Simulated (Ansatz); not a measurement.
Consider the formal exchange of groups at a C–Si bond: `C[SiH]1CS1` + `N[SiH2]N` → `C[SiH](N)N` + `C1[SiH2]S1`.

Isolated molecules relaxed with PBE0-D4/def2-TZVP in Ansatz; ΔE leaves out vibrations. CBS: MP2 limit from def2 TZ/QZ plus the TZ coupled-cluster correction, frozen cores. This one scheme is used for every species. DFT in def2-TZVPP. B3LYP here is the variant with VWN-RPA as its local correlation; programs differ in this. HSE06 is defined as in plane-wave codes. Each species was taken in one conformer, which may not be the lowest.

`C[SiH]1CS1`:

```xyz
10

C     0.600    0.870    1.178
Si    0.164   -0.609    0.145
C    -0.914   -0.444   -1.335
S     0.861   -0.761   -1.819
H     1.581    0.742    1.639
H     0.624    1.768    0.558
H    -0.134    1.010    1.977
H     0.066   -1.865    0.924
H    -1.582   -1.250   -1.624
H    -1.266    0.537   -1.644
```

`N[SiH2]N`:

Z-matrix (Å, degrees):
```
Si
N 1 1.711
N 1 1.711 2 108.5
H 1 1.493 2 103.5 3 -125.0
H 1 1.493 2 117.1 3 116.6
H 2 1.006 1 120.5 3 150.7
H 2 1.007 1 121.6 3 -58.1
H 3 1.006 1 120.5 2 150.7
H 3 1.007 1 121.6 2 -58.1
```

`C[SiH](N)N`:

Z-matrix (Å, degrees):
```
C
Si 1 1.868
H 1 1.093 2 111.2
H 1 1.093 2 110.4 3 -120.0
H 1 1.094 2 111.4 3 120.6
N 2 1.714 1 117.3 3 59.8
N 2 1.717 1 105.8 3 -59.0
H 2 1.496 1 108.0 3 175.8
H 6 1.006 2 120.8 1 91.3
H 6 1.007 2 121.8 1 -61.1
H 7 1.007 2 120.3 1 179.7
H 7 1.006 2 120.7 1 -33.2
```

`C1[SiH2]S1`:

Cartesian coordinates in Å:
```
C 0.262 0.525 -0.734
Si -0.118 -0.524 0.728
S -1.574 0.371 -0.467
H 0.600 0.064 -1.657
H 0.632 1.536 -0.594
H 0.120 0.014 2.085
H 0.077 -1.987 0.640
```

Task: Is it downhill or uphill in electronic energy at CCSD(T)/CBS, and by how much? (An estimate is asked.)

Result: Computed: Nearly level: ΔE = +2.7 kJ/mol.

Task: What do these levels give: revPBE-D4, B97M-V, B3LYP-D4, HSE06-D4, B2PLYP, BLYP, r2SCAN, PBE0, RPA@PBE/def2-TZVPP, MP2/def2-SVP, CCSD(T)/def2-TZVPP, MP2/CBS(def2)? (An estimate is asked.)

Result: The calculation gave: revPBE-D4 2.6, B97M-V 3.5, B3LYP-D4 3.3, HSE06-D4 3.6, B2PLYP 3.8, BLYP 4.0, r2SCAN 3.0, PBE0 3.8, RPA@PBE/def2-TZVPP 1.9, MP2/def2-SVP 4.3, CCSD(T)/def2-TZVPP 2.5, MP2/CBS(def2) 4.2 kJ/mol.

Largest T1 diagnostic among the species: 0.012.

Leaving LDA and LC-ωPBE aside and taking each functional with its dispersion term where it has one, the values, not all of them listed here, spread over 1.3 kJ/mol, from revPBE-D4 to PBE-QIDH.
